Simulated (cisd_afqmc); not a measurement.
Input (AFQMC/CISD/def2-TZVPP; cisd_afqmc is a phaseless AFQMC code with CISD trial states that reads the integrals written by Ansatz):

Ansatz 0.2 input:
```python
import cisd_afqmc

open("ham.yaml", "w").write("""\
crystal:
  periodic: [false, false, false]
  atoms:
    - {symbol: Sc, position_ang: [0.00000000, 0.00000000, 0.00000000]}
basis:
  gaussian:
    orbitals: def2-TZVPP
magnetization: {spin_polarized: true, initial_magnetization: 1}
correlation: {method: ccsd, electrons: outside_noble_gas, hamiltonian_folder: ham}
scf: {lower_state_search: full}
""")
rep = cisd_afqmc.ansatz("ham.yaml")
e_ccsd = rep["correlation"]["coupled_cluster"]["energy"]["hartree"]
out = cisd_afqmc.run("ham", e_ccsd, trial="CISD", walkers=100, populations=8, threads=8, dt=0.005, steps=40, early=36, settle=10, least=32,
    cut=5e-5, rank_cut=2e-4, target=0.0004, seconds=1500, seed=1, memory=12960, gpu=False)
```

Output:

```
orbitals 55, occupied [2, 1], factors 305 of 430, rank of the doubles 83 of 160
E(HF) = -759.725041
E(CCSD) on the cut factors = -759.764450, shift to the whole factors 0.000001
Energy of the trial state on the determinant = -759.764321
  tau behind 10.8 of longer steps, mean of the populations' last blocks
   2.0  -759.76554
   4.0  -759.76586
   6.0  -759.76564
   8.0  -759.76600
blocks 524 (14 outliers left out), error by blocks joined: 1: 0.00005, 2: 0.00005, 4: 0.00006, 8: 0.00008, 16: 0.00009
E(AFQMC/CISD) = -759.76566 +/- 0.00009
```
